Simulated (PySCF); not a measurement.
Computed Raman spectrum (relative Raman activity) of a molecule C₄H₉Cl. The structure is a stationary point at PBE-D3(BJ)/def2-SVP. The values are those of a single conformer. Calculation: PySCF with PBE-D3(BJ)/def2-SVP. Frequencies are harmonic and unscaled.

Lines under 2 % of the strongest are left out, and lines within 2 cm⁻¹ are merged.

```tsv
ν (cm⁻¹)	relative intensity
651	5.9
801	3.1
855	2.3
1049	3.7
1056	2.8
1173	3.8
1208	2.5
1252	4.5
1268	4.2
1287	6.7
1357	3.0
1396	12
1409	4.7
1418	13
1421	11
2951	90
2962	87
2965	59
2999	100
3008	71
3021	12
3049	22
3060	60
3073	48
```

**Question.** Which molecule gave these data?
A) CC[C@H](C)Cl
B) CC(C)CCl
C) CCCCCl
D) CC(C)(C)Cl

**Answer.** C, CCCCCl
